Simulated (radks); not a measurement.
Values are calculated unless marked as measured or tabulated.
Numerical settings for neutral beryllium, [He] 2s2. Level of theory: Dirac Kohn-Sham, LDA (Slater exchange, Perdew-Wang correlation), spin-unpolarised, spherical densities, point nucleus (a radial shooting solver on a logarithmic mesh with Libxc functionals). The defaults (mesh step 0.008 in ln r, mesh end at 40 bohr or more with all orbitals vanishing there, Anderson mixing 0.5 over 9 steps, residual threshold near 1e-9 with the energy settled to 1e-9 hartree or 1e-11 of itself, here a cap of 75 iterations) give E = -14.4493 hartree and 2s1/2 at -5.600 eV in 13 iterations. Run on one thread of a shared host, so times are rough (Intel(R) Xeon(R) Platinum 8559C): 0.03 s of CPU time, 0.03 s wall, 13 iterations on 2496 mesh points. Changes against that run (0 stands for a change within the tolerance of the run):

setting,iterations,converged,E (mhartree),e(2s1/2) (meV),CPU (s)
mesh step in ln r 0.12,75,no,-1.04e+05,-,0.06
mesh step in ln r 0.2,75,no,-1.08e+05,-,0.06
mesh step in ln r 0.08,13,yes,+0.000342,0,0.01
mesh end (bohr) 400,13,yes,0,0,0.03
mesh end (bohr) 8,13,yes,+1.67,+110,0.02
residual threshold 1e-16,75,no,0,0,0.1
residual threshold 1e-05,8,yes,0,+0.0033,0.02
mixing 0.2,14,yes,0,0,0.03
"linear mixing, mixing 1",19,yes,0,0,0.03
"linear mixing, mixing 0.2",75,no,0,0,0.1
mixing history 2,16,yes,0,0,0.03
iteration cap 3,3,no,+0.0164,-20.3,0.01

Settings that end as converged yet miss the energy by more than 1 mhartree: mesh end (bohr) 8 (+0.00167 hartree). A mesh that ends early acts as a hard wall.
